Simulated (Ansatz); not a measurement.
Cost and result up the ladder for Sn19H28, a nanocrystal cut from cubic tin (47 atoms). The state is a singlet with charge 0. Geometry: PBE-D4/def2-SVP.

```xyz
47

Sn   -1.661    2.996   -3.480
Sn    0.850   -0.642   -4.768
Sn   -1.322    4.628    0.826
Sn    1.120    0.930   -0.440
Sn    1.523    2.616    3.833
Sn   -2.342    0.411    2.491
Sn    4.040   -1.033    2.544
Sn   -2.675   -1.213   -1.796
Sn    0.166   -3.220    1.207
Sn    3.707   -2.655   -1.750
Sn   -3.000    4.363   -1.417
Sn   -0.607    0.512   -2.638
Sn    2.114   -3.047   -4.037
Sn   -4.116   -0.104    0.360
Sn   -0.270    2.153    1.697
Sn    2.265   -1.515    0.398
Sn    2.794    0.263    4.708
Sn   -1.319   -2.084    3.317
Sn   -1.648   -3.682   -0.902
H    -2.717    2.755   -4.841
H    -0.343    3.983   -4.037
H     2.063    0.497   -5.273
H    -0.202   -0.892   -6.129
H     0.009    5.664    0.404
H    -2.165    5.402    2.135
H     2.407    1.998   -0.943
H     2.735    3.736    3.288
H     0.682    3.385    5.146
H    -3.217    1.145    3.810
H     5.334   -0.029    1.963
H     4.759   -2.530    3.059
H    -3.758   -1.486   -3.136
H     0.847   -4.738    1.729
H     5.012   -1.580   -2.156
H     4.429   -4.153   -1.244
H    -3.520    5.927   -1.970
H    -4.420    3.474   -0.968
H     3.082   -3.644   -5.351
H     0.908   -4.246   -3.696
H    -4.951    1.340   -0.120
H    -5.315   -1.249    0.888
H     1.614   -0.797    5.410
H     3.960    0.631    5.944
H    -0.350   -1.921    4.748
H    -2.647   -3.138    3.704
H    -0.891   -4.550   -2.201
H    -2.960   -4.662   -0.315
```

Ansatz on 5 threads of AMD EPYC 7R13 on a shared host and a share (37 GiB) of an NVIDIA H100 80GB HBM3. Times are rough, and most runs start from the orbitals of an earlier one. No level here is sound enough to serve as a yardstick. Binding counts from free atoms at the same level (Sn triplet, H doublet; other spins of the atoms weren't run), without zero-point energy or a counterpoise term.

In the def2 sets Sn takes a core potential; there is no spin–orbit coupling. Correlated methods freeze 76 core orbitals; core or outer-core shells of Sn are correlated, in sets that lack core-valence functions. The rows differ in basis, and correlated rows in double-zeta sets carry the largest basis error. Single mean-field runs in def2-SVP, def2-TZVP are fitted with def2-universal-jkfit.

Correlated methods converge slowly with the basis, most of all in double-zeta sets.

| level | functions | wall time | binding energy per atom (eV) |
| --- | --- | --- | --- |
| BLYP-D4/def2-SVP | 634 | 19 s | 2.39 |
| r2SCAN-D4/def2-SVP | 634 | 22 s | 2.44 |
| BHLYP-D4/def2-SVP | 634 | 23 s | 2.42 |
| PBE0-D4/def2-TZVP | 1118 | 24 s | 2.45 |
| PBE0-D4/def2-SVP (with forces) | 634 | 25 s | 2.43 |
| PBE-D4/def2-SVP (with forces) | 634 | 25 s | 2.44 |
| PBE-D4/def2-TZVP | 1118 | 26 s | 2.45 |
| MP2/def2-SVP | 634 | 29 s | 2.25 |
